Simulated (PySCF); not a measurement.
## Electron correlation in Ir (iridium, neutral)

[Xe] 4f14 5d6 6s2 6p1, one real determinant (an excited configuration). Calculation: PySCF 2.14, in def2-QZVPPD with the def2 core potential (60 electrons) (7s5p4d4f2g, 88 functions); scalar relativity through the core potential. Frozen: nothing; 17 electrons correlated.

MP2 pair energies summed by pair of shells (mhartree):

```
 pair   energy  share (%)
5p-5d  -149.80       30.0
5d-5d   -99.39       19.9
5d-6s   -65.76       13.2
5p-5p   -65.50       13.1
5s-5p   -27.01        5.4
5p-6s   -23.23        4.6
5s-5d   -18.76        3.8
6s-6s   -14.16        2.8
6s-6p   -13.71        2.7
5d-6p   -12.14        2.4
5s-5s    -4.31        0.9
5p-6p    -4.13        0.8
5s-6s    -1.52        0.3
5s-6p    -0.36        0.1
```

Total MP2 correlation energy: -499.76 mhartree.

Same-spin part -164.74 and opposite-spin part -335.02 mhartree; SCS-MP2 scales them by 1/3 and 6/5 to -456.94 mhartree.

The reference is one real determinant that mixes LS terms of this configuration.

The basis has no tight functions for the innermost shells, so their pair energies are far from complete.

This basis was not built for core-valence correlation, so the inner-shell part is incomplete.
